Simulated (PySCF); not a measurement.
A calculated (r2SCAN, PySCF 2.14, ANO-RCC-VTZP, the spin-free X2C one-electron Hamiltonian (Gaussian nucleus)) atom or ion has these occupied shells.

| shell | electrons | orbital energy (eV) | rms radius, mean of both spins (bohr) |
| --- | --- | --- | --- |
| 1s β | 1 | -5381.8 | 0.0768 |
| 1s α | 1 | -5381.8 | 0.0768 |
| 2s α | 1 | -610.27 | 0.334 |
| 2s β | 1 | -609.04 | 0.334 |
| 2p α | 3 | -508.18 | 0.304 |
| 2p β | 3 | -507.23 | 0.304 |
| 3s α | 1 | -73.499 | 1.02 |
| 3s β | 1 | -70.354 | 1.02 |
| 3p α | 3 | -46.297 | 1.11 |
| 3p β | 3 | -43.032 | 1.11 |
| 3d α | 3 | -6.893 | 1.61 |
| 4s α | 1 | -5.138 | 3.70 |
| 4s β | 1 | -4.352 | 3.70 |

**Question.** Name the element and its charge.

**Answer.** V (vanadium, neutral), in [Ar] 3d3 4s2, high-spin 4F determinant.
